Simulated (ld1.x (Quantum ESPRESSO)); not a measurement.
An all-electron radial function and its pseudo partner (sulfur (S))

Columns: radius, all-electron u(r) and pseudo u(r) of the 3s shell (level -17.19 eV) of sulfur in the configuration [Ne] 3s2 3p4; PBEsol, scalar-relativistic, TM scheme, ld1.x (Quantum ESPRESSO) 7.5.

| r (bohr) | all-electron | pseudo |
| --- | --- | --- |
| 0.065 | 0.2040 | 0.0739 |
| 0.130 | -0.0040 | 0.1410 |
| 0.195 | -0.2294 | 0.1956 |
| 0.260 | -0.3671 | 0.2338 |
| 0.325 | -0.4080 | 0.2554 |
| 0.390 | -0.3722 | 0.2637 |
| 0.455 | -0.2844 | 0.2651 |
| 0.520 | -0.1660 | 0.2668 |
| 0.585 | -0.0333 | 0.2755 |
| 0.650 | 0.1019 | 0.2970 |
| 0.715 | 0.2319 | 0.3358 |
| 0.780 | 0.3516 | 0.3941 |
| 0.845 | 0.4584 | 0.4695 |
| 0.910 | 0.5511 | 0.5523 |
| 0.975 | 0.6296 | 0.6297 |
| 1.040 | 0.6943 | 0.6943 |
| 1.105 | 0.7456 | 0.7456 |
| 1.170 | 0.7845 | 0.7845 |
| 1.235 | 0.8123 | 0.8123 |
| 1.300 | 0.8301 | 0.8301 |
| 1.365 | 0.8391 | 0.8391 |
| 1.430 | 0.8405 | 0.8405 |
| 1.495 | 0.8356 | 0.8356 |
| 1.560 | 0.8251 | 0.8251 |
| 1.625 | 0.8101 | 0.8101 |
| 1.690 | 0.7915 | 0.7915 |

(1) How many radial nodes do the two functions have?

(2) At about which radius was the pseudo-wave matched?

(3) Where does each function peak?

(4) Is the pseudo-wave norm-conserving?

## Answers

(1) The all-electron 3s function has n − l − 1 = 2; the pseudo-wave has 0, since the states of the same l below it are removed with the core.

(2) 1.00 bohr, where the columns begin to agree (steps of 0.07 bohr).

(3) Outermost all-electron maximum near 1.43 bohr, pseudo maximum near 1.43 bohr (to the table’s step).

(4) Yes: the TM scheme keeps the norm inside the radius equal to the all-electron one, which fixes the energy derivative of the logarithmic derivative at the level.
